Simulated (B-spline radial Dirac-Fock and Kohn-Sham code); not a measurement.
**Binding energies of Mn⁴⁺ at several levels of theory**

System: the Mn⁴⁺ ion, configuration 1s2 2s2 2p6 3s2 3p6 3d3.

The density-functional columns are spherical, spin-unpolarised Dirac-Kohn-Sham results without Breit or QED terms: −ε is minus the orbital energy of the initial state and ΔSCF the difference of two total energies. The reference in the last column comes from Dirac-Fock ΔSCF + Breit + QED. All numbers are from a B-spline atomic structure program, in eV; a selection of levels is shown. The Kohn-Sham columns are given as differences from the reference.

```
     level  PBE −ε − DF  PBE ΔSCF − DF  LDA −ε − DF  LDA ΔSCF − DF  Dirac-Fock
    K (1s)       -128.8          +25.3       -143.6           +9.9      6616.1
   L1 (2s)        -47.8          -19.0        -49.5          -20.5       851.7
L2 (2p1/2)        -33.6            0.0        -34.0           -0.3       730.7
L3 (2p3/2)        -33.9           -0.7        -34.2           -1.0       720.5
   M1 (3s)        -18.5           -6.8        -18.9           -7.2       161.0
M2 (3p1/2)        -11.6           -0.2        -11.7           -0.3       123.2
M3 (3p3/2)        -11.6           -0.3        -11.7           -0.3       121.8
 M4,5 (3d)         -9.2           +1.5         -8.9           +1.8       69.93
```

Values without a named source are computed, but for edge energies of neutral atoms, which are taken from tables.
